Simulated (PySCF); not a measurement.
Simulated P 2p region for (H2Al-mu-PH2)2, Al2H8P2, binding energy against the vacuum level.

Every computed line was given a Gaussian of 0.6 eV full width at half maximum and an area set by the number of equivalent atoms (split 2:1 within a doublet); the highest printed point is 100. Method: delta-SCF UKS SCAN, pcX-2 on the ionised atom, pcseg-1 elsewhere, spin-free X2C (PySCF 2.14.0).

```csv
binding energy (eV),intensity
135.7,0
135.8,2
135.9,5
136.0,12
136.1,24
136.2,43
136.3,67
136.4,88
136.5,100
136.6,97
136.7,82
136.8,60
136.9,41
137.0,31
137.1,31
137.2,38
137.3,46
137.4,50
137.5,48
137.6,39
137.7,28
137.8,17
137.9,9
138.0,4
138.1,1
138.2,0
138.3,0
```

Task: How many maxima does the curve show, and how many computed lines lie under it?

Result: The curve has 2 maxima (at 136.5 and 137.4 eV). Under it lie 2 lines from 1 inequivalent phosphorus site, drawn as a 2p3/2, 2p1/2 pair.

Task: Decompose the envelope and assign each component. Bonds: Al1–P4, Al1–P8, P4–Al5, Al5–P8. Hydrogens: H2, H3 on Al1; H9, H10 on P4; H6, H7 on Al5; H11, H12 on P8.

Result: 
```csv
position (eV),relative area,line,atoms,environment
136.53,1.33,P 2p3/2,P4/P8,phosphorus bonded to 2 Al and 2 H
137.42,0.67,P 2p1/2,P4/P8,phosphorus bonded to 2 Al and 2 H
```

The curve has no shake-up lines and no vibrational structure. The first atom of each set that the bonding makes equivalent was ionised and stands for the set. 2p3/2 and 2p1/2 are the ΔSCF energy of one spin-free 2p hole plus the eigenvalues of a spin–orbit and ligand-field matrix of the shell. 2p1/2 minus 2p3/2 (ligand field included): P 0.89 eV. Isolated species at its PBE0-D3(BJ)/def2-SVP geometry (one conformer only).

Time: 19 s wall; peak memory 0.54 GiB. Hardware: an Arm Neoverse V2 with one thread, shared host with 192 logical CPUs at a one-minute load of 96.
